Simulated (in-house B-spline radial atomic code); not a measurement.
The numbers below are computed, except where a source is named.
Impurity-limited mobility of n-type InAs at n = 5.654e15 cm⁻³

For InAs the NSM archive of the Ioffe Institute lists m* = 0.023 m0 and ε = 15.15.

One parabolic, isotropic band at zero temperature, uniform dielectric constant, impurities scattering independently, no phonons and no central-cell term; real bands flatten as E_F rises, which lowers the mobility at the highest densities. In effective units each ion is a point charge Z in an electron gas; its screened potential is solved self-consistently in the LDA with open boundaries (B-splines, partial waves to l = 16), which gives the phase shifts δ_l at the Fermi level.

(1) Put the electron gas into effective units.

Self-consistent phase shifts (rad):

| l | donor, Z = +1 | acceptor, Z = −1 |
| --- | --- | --- |
| 0 | 0.6299 | -0.5080 |
| 1 | 0.1590 | -0.1678 |
| 2 | 0.0494 | -0.0581 |
| 3 | 0.0169 | -0.0208 |
| 4 | 0.0061 | -0.0076 |
| 5 | 0.0022 | -0.0028 |
| 6 | 0.0008 | -0.0011 |
| 7 | 0.0003 | -0.0004 |
| 8 | 0.0001 | -0.0002 |

With all partial waves the Friedel sums are 1.000 and -1.001, and Σ (l + 1) sin²(δ_l − δ_(l+1)) is 0.23349 for the donor and 0.14032 for the acceptor. The screened donor binds no level.

(2) Find the transport cross sections, and compare them with the Born approximation for Thomas-Fermi screening (Brooks-Herring).

(3) With no compensation, N_D = n, what are the mobility and the resistivity?

Answers

(1) a* = 0.0529177 nm × 15.15/0.023 = 34.86 nm and Ha* = 27211.386 meV × 0.023/15.15² = 2.727 meV. From 4π (r_s a*)³/3 = 1/n, r_s = 0.999. Then k_F = 1.91916/r_s = 1.9211 per a*, E_F = k_F²/2 = 1.8453 Ha* = 5.03 meV, and Mott's number n^(1/3) a* = 0.621.

(2) σ_tr = (4π/k_F²) × sum: 0.795 a*² for the donor and 0.4778 a*² for the acceptor. Thomas-Fermi gives q_s² = 4k_F/π = 2.4460, so b = 4k_F²/q_s² = 6.035, and σ_Born = (2π/k_F⁴)(ln(1 + b) − b/(1 + b)) = 0.4613 × 1.0931 = 0.5043 a*² for either sign. The donor scatters 1.58 times and the acceptor 0.95 times as much. Two things differ from Brooks-Herring. First order with Lindhard's response and the LDA kernel gives 1.33 times σ_Born for either sign: screening weakens at large momentum transfer, and the exchange-correlation potential of the screening charge adds to the ion's own, which is the larger part in a thin gas. Higher orders then split the signs, leaving the donor at 1.18 and the acceptor, which keeps the electrons out, at 0.71 of that.

(3) μ = e/(ħ k_F Σ N σ_tr), with e/ħ = 15.193 cm²/(V·s) per nm². Here k_F = 0.05511 nm⁻¹, a*² = 1215 nm², 1 cm⁻³ = 1e-21 nm⁻³, and Σ N σ_tr = 0.005461 nm⁻¹, a mean free path of 183 nm. So μ = 50500 cm²/(V·s) and ρ = 1/(n e μ) = 0.0219 Ω·cm. Brooks-Herring would give 79600 cm²/(V·s). k_F times the mean free path is 10.1.
